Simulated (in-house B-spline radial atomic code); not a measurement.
How numerical settings move a run on Dy, [Xe] 4f10 6s2. Computed with an all-electron radial atomic-structure program (B-spline basis): scalar-relativistic (X2C) Hartree-Fock, spin-polarised, averaged over the determinants with the given up and down occupations, Fermi nucleus of rms radius 5.2218 fm.

Command:
```bash
python run_scf.py task.json out
```
Settings of the sound reference run:
```
Z                66
electrons        66
configuration    [Xe] 4f10 6s2
hamiltonian      x2c
method           hf
spin_polarised   True
nucleus          fermi
rms_radius       5.2218
mass_number      164
atomic_mass      163.9292
speed_of_light   137.036
knot_spacing     0.22
spline_order     8
gauss_points     12
box_radius       50
max_iterations   70
damping          0.5
damped_steps     3
diis_vectors     10
tolerance        1e-08
start            Thomas-Fermi
```

Run time, properties included: 0.64 s on 1 thread of AMD EPYC 7R43 64-Core Processor, on a shared host.

It converges in 14 iterations to -12152.332860 hartree, with 6s down at -5.04927 eV. The other runs change the listed settings, some to values that make no sense; their results aren't properties of the atom or ion. Radii are in bohr (the nuclear one in fm), a minus after a letter asks for a j subshell, and «unchanged» means within 1e-8 hartree. The run stops when the residual is below 10 × tolerance × max(1, Z/10), or a noise floor if that is larger, and the energy moves by less than 1e-8 × √|E| hartree; so very loose and very tight tolerances often act alike.

| changed settings | outcome |
| --- | --- |
| max_iterations = 2 | not converged after 2 iterations, last residual 1.2e+00, last energy +3.89e+01 hartree from the reference |
| electrons = 69, configuration = [Xe] 4f10 6s2 7s3, max_iterations = 100 | stopped with error: shell 7s holds at most 1 electrons (per spin) |
| diis_vectors = 4 | converged in 15 iterations, energy unchanged, 6s down level -2.1e-06 eV |
| diis_vectors = 1 | not converged after 70 iterations, last residual 3.1e+00, last energy +5.06e+02 hartree from the reference |
| max_iterations = 8 | not converged after 8 iterations, last residual 2.4e-03, last energy +2.37e-04 hartree from the reference |
| max_iterations = 12 | not converged after 12 iterations, last residual 2.7e-06, last energy -4.00e-09 hartree from the reference |
| max_iterations = 3 | not converged after 3 iterations, last residual 2.8e-01, last energy +2.51e+00 hartree from the reference |
| diis_vectors = 2 | converged in 16 iterations, energy unchanged, 6s down level -1.3e-05 eV |
| first_knot = 0.0455, max_iterations = 100, damped_steps = 8 | converged in 17 iterations, energy +1.60e+01 hartree from the reference, 6s down level +7.6e-03 eV |
| hamiltonian = dirac, method = revtpss,revtpss, spin_polarised = False | stopped with error: meta-GGAs are not served with the Dirac Hamiltonian |
| knot_spacing = 0.4, box_radius = 25, first_knot = 0.00455, max_iterations = 100, diis_vectors = 4 | converged in 15 iterations, energy -7.69e-01 hartree from the reference, 6s down level -3.0e-04 eV |
| tolerance = 1e-06 | converged in 11 iterations, energy unchanged, 6s down level -1.4e-04 eV |

Task: What happens with gauss_points = 3, first_knot = 1.52e-05, max_iterations = 75, start = bare nucleus?

Result: Not converged after 75 iterations, last residual 2.9e+03, last energy +2.12e+05 hartree from the reference.

Task: What happens with electrons = 67, configuration = [Xe] 4f10 6s2 2f1, max_iterations = 100?

Result: Stopped with error: there is no 2f shell.

Task: What happens with max_iterations = 5?

Result: Not converged after 5 iterations, last residual 5.2e-02, last energy +4.09e-02 hartree from the reference.

Task: What happens with tolerance = 1e-13?

Result: Converged in 14 iterations, energy unchanged.
